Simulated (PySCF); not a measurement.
Tl⁺ (thallium, charge +1) across methods

[Xe] 4f14 5d10 6s2, closed-shell 1S. All numbers are calculated (PySCF 2.14, scalar relativity through the core potential, in aug-cc-pVTZ-PP with ECP60MDF (6s5p4d2f, 55 functions)).

| method | E (hartree) | mean ε 5p (eV) | mean ε 5d (eV) | mean ε 6s (eV) | Σ⟨r²⟩ (bohr²) | ⟨S²⟩ |
| --- | --- | --- | --- | --- | --- | --- |
| r2SCAN0 | -172.3171 | -90.679 | -25.325 | -17.351 | 44.28 | 0.000 |
| PBE0 | -172.2986 | -89.179 | -24.914 | -17.132 | 44.45 | 0.000 |
| LDA | -172.0520 | -84.653 | -22.977 | -16.677 | 44.60 | 0.000 |
| wB97M-V | -172.2197 | -91.905 | -27.426 | -19.205 | 44.58 | 0.000 |
| PW91 | -172.4049 | -84.818 | -22.911 | -16.355 | 44.53 | 0.000 |
| LC-wPBE | -172.3157 | -90.585 | -27.565 | -19.573 | 44.34 | 0.000 |
| UHF | -171.33118 | -101.62 | -30.142 | -18.721 | 44.87 | 0.000 |
| r2SCAN | -172.3763 | -86.929 | -23.407 | -16.480 | 44.26 | 0.000 |
| PBE | -172.3356 | -84.713 | -22.839 | -16.271 | 44.53 | 0.000 |

Energies and moments cover only the electrons outside the core potential. Spin-orbit coupling, which splits the p, d and f shells strongly at this Z, is absent.
